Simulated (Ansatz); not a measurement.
CH3IOSi (`I[SiH]1CO1`) at its PBE0-D4/def2-TZVP geometry, where that method's forces vanish. The species carries charge 0 and has multiplicity 1. I: def2 effective core potential.

| atom | x (Å) | y (Å) | z (Å) |
| --- | --- | --- | --- |
| I1 | -2.772 | 0.530 | 0.239 |
| Si2 | -0.554 | 0.030 | -0.563 |
| C3 | 0.830 | -0.247 | 0.552 |
| O4 | 0.669 | 1.054 | -0.146 |
| H5 | -0.610 | -0.428 | -1.963 |
| H6 | 0.705 | -0.163 | 1.630 |
| H7 | 1.731 | -0.777 | 0.251 |

Problem. For each bond, give half the difference of the two atoms' forces along it (eV/Å; positive pushes the atoms apart) under PBE-D4, r2SCAN-D4, B3LYP-D4, ωB97M-V in def2-TZVPP. (Best estimate.)

Solution. Ansatz gave: 
```
  bond  length (Å)  PBE-D4  r2SCAN-D4  B3LYP-D4  ωB97M-V
I1–Si2       2.410   -0.03       0.02      0.18    -0.01
Si2–C3       1.799    0.38       0.17      0.24     0.14
Si2–O4       1.650    0.70       0.21      0.17     0.05
Si2–H5       1.474   -0.08      -0.07     -0.19    -0.18
 C3–O4       1.486    0.52       0.39      0.41     0.24
 C3–H6       1.088    0.03      -0.08     -0.14    -0.11
 C3–H7       1.088    0.02      -0.09     -0.15    -0.12
```

B3LYP here is the variant with VWN-RPA as its local correlation; programs differ in this.
